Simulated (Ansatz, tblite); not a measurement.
Spin states of the cluster ZrTe₂ (the lowest singlet isomer of a short search), each relaxed with PBE-D4/def2-TZVP in Ansatz. Electronic energies in the gas phase.

In the def2 sets Te, Zr take a core potential; there is no spin–orbit coupling. The xTB rows come from tblite. Correlated methods freeze 8 core orbitals; core or outer-core shells of Zr, Te are correlated, in sets that lack core-valence functions. HOMO above LUMO, or a gap near zero within one spin, warns that the state may not be the lowest or that an electron is smeared out. The structure comes from a short search, and lower isomers may exist.

Singlet geometry (C2v within 0.1 Å):

Cartesian coordinates in Å:
```
Zr -0.689 -0.721 0.046
Te -0.928 1.500 -1.215
Te 1.617 -0.780 1.169
```

Triplet geometry (C2v within 0.1 Å):

```xyz
3

Zr    0.083    0.793   -0.950
Te    1.496   -1.218   -0.077
Te   -1.579    0.425    1.027
```

Quintet geometry (C2v within 0.1 Å):

Cartesian coordinates in Å:
```
Zr -1.000 0.002 -0.121
Te 0.773 0.424 -2.186
Te 0.227 -0.427 2.307
```

Run but left out: HF/STO-3G (singlet: restricted singlet, unstable in another Hartree–Fock run and untested here); HF/def2-TZVP, MP2/def2-TZVP (singlet: restricted singlet, unstable towards broken spin symmetry).

Only these spin states were relaxed.

| level | triplet − singlet (kcal/mol) | quintet − singlet (kcal/mol) | lowest of these | remarks |
| --- | --- | --- | --- | --- |
| GFN1-xTB | 22.4 | 50.7 | singlet | – |
| LDA (SPW92)/def2-TZVP | 15.8 | 71.1 | singlet | gap within one spin near zero (quintet) |
| r2SCANh-D4/def2-TZVP | 11.0 | 50.7 | singlet | – |
| r2SCAN0-D4/def2-TZVP | 9.9 | 45.5 | singlet | – |

Task: Estimate the rows for r2SCAN-D4/def2-TZVP, PBE0-D4/def2-TZVP, ωB97M-V/def2-TZVP, RPA@PBE/def2-TZVP.

Result: 
| level | triplet − singlet (kcal/mol) | quintet − singlet (kcal/mol) | lowest of these |
| --- | --- | --- | --- |
| r2SCAN-D4/def2-TZVP | 11.6 | 53.9 | singlet |
| PBE0-D4/def2-TZVP | 12.4 | 53.1 | singlet |
| ωB97M-V/def2-TZVP | 13.0 | 45.2 | singlet |
| RPA@PBE/def2-TZVP | 13.2 | 52.0 | singlet |

The xTB methods have no spin-polarisation term.

Task: How do the metal–ligand distances follow the spin state?

Result: 
| state | donor atoms | mean metal–ligand distance (Å) | range (Å) | Mulliken spin on the metal (PBE0) |
| --- | --- | --- | --- | --- |
| singlet | 2 | 2.565 | 2.57–2.57 | 0 |
| triplet | 2 | 2.609 | 2.61–2.61 | 1.11 |
| quintet | 2 | 2.754 | 2.75–2.75 | 2.14 |

⟨S²⟩ at PBE0-D4/def2-TZVP: singlet 0.00 (pure 0.00), triplet 2.02 (pure 2.00), quintet 6.01 (pure 6.00).
